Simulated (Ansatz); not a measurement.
C2H6GeSi, SMILES `[SiH3][C]1=[CH][GeH2]1` at its PBE0-D4/def2-TZVP geometry, where that method's forces vanish. Charge 0, multiplicity 1.

```xyz
10

Si   -0.4068    1.5692   -0.7483
C     0.1456    0.0217    0.0865
C     1.1071   -0.4661    0.8566
Ge   -0.1377   -1.8532    0.4860
H     0.5326    2.6961   -0.4948
H    -0.4947    1.3240   -2.2112
H    -1.7566    1.9337   -0.2453
H     2.0100   -0.0821    1.3185
H     0.1802   -2.8996   -0.5807
H    -1.1797   -2.2438    1.5327
```

(1) What forces (eV/Å) does r2SCAN-D4/def2-TZVPP give on these atoms in Ansatz? (Estimate.)

Results:

(1) Ansatz gave: 
```
Si1 -0.012  0.005 -0.009
C2  -0.060  0.166 -0.090
C3   0.113 -0.025  0.080
Ge4 -0.085 -0.217  0.012
H5  -0.019 -0.020 -0.006
H6  -0.003  0.011  0.028
H7   0.025 -0.003 -0.016
H8   0.003  0.003  0.001
H9  -0.003  0.050  0.033
H10  0.041  0.029 -0.033
```
